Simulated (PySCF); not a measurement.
Orbital picture of HBr

BP86 at R = 1.422 Å; H def2-TZVPP, Br def2-TZVPP; no relativity (PySCF 2.14). State: ¹Σ⁺ (singlet), closed shell. Only the outer orbitals are listed, counted within each symmetry.

```tsv
orbital	occ.	ε (eV)	on H (%)	main shells (%)
7σ	2	-19.98	10	88 Br s, 9 H s
8σ	2	-11.18	31	60 Br p, 30 H s
4π	2	-7.53	1	99 Br p
4π	2	-7.53	1	99 Br p
9σ	0	-1.20	69	69 H s, 27 Br p
10σ	0	3.73	75	78 H s, 34 Br d
11σ	0	5.92	-5	104 Br p
```

Task: Which are the highest filled and the lowest empty level, where do they sit, and how wide is the gap?

Result: Highest filled 4π at -7.53 eV (in %: 99 Br p); lowest empty 9σ at -1.20 eV (in %: 69 H s, 27 Br p); the gap at BP86 is 6.33 eV.

* bond order (Mayer): 1.04
* ⟨S²⟩: 0.000
* charge on H (Mulliken, basis-dependent): 0.14
* charge on H (Löwdin, basis-dependent): -0.17
* dipole moment (positive dipole means H(−)Br(+)): -0.89 D

Shares are Mulliken populations and can fall outside 0 to 100 %.
